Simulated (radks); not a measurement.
Removal energies from the tantalum ion Ta9+, [Kr] 4d10 4f(5/2: 6, 7/2: 7) 5s2 5p(1/2: 2, 3/2: 1), by Delta-SCF beside the eigenvalue of the level emptied. Method: Dirac Kohn-Sham, PBE, spin-unpolarised, spherical densities, finite nucleus; Fermi nuclear charge, rms radius of each element as measured or else 0.836 A^(1/3) + 0.57 fm; computed with a radial shooting solver on a logarithmic mesh with Libxc functionals. Sub-shells are occupied by j as written (lower j first in brackets).

removed from                                  final configuration  Delta-SCF (eV)  -eigenvalue (eV)
5p3/2         [Kr] 4d10 4f(5/2: 6, 7/2: 7) 5s2 5p(1/2: 2, 3/2: 0)          175.71            166.23
4f7/2         [Kr] 4d10 4f(5/2: 6, 7/2: 6) 5s2 5p(1/2: 2, 3/2: 1)          184.86            169.64
4f5/2         [Kr] 4d10 4f(5/2: 5, 7/2: 7) 5s2 5p(1/2: 2, 3/2: 1)          187.10            171.78
5p1/2         [Kr] 4d10 4f(5/2: 6, 7/2: 7) 5s2 5p(1/2: 1, 3/2: 1)          187.91            177.90
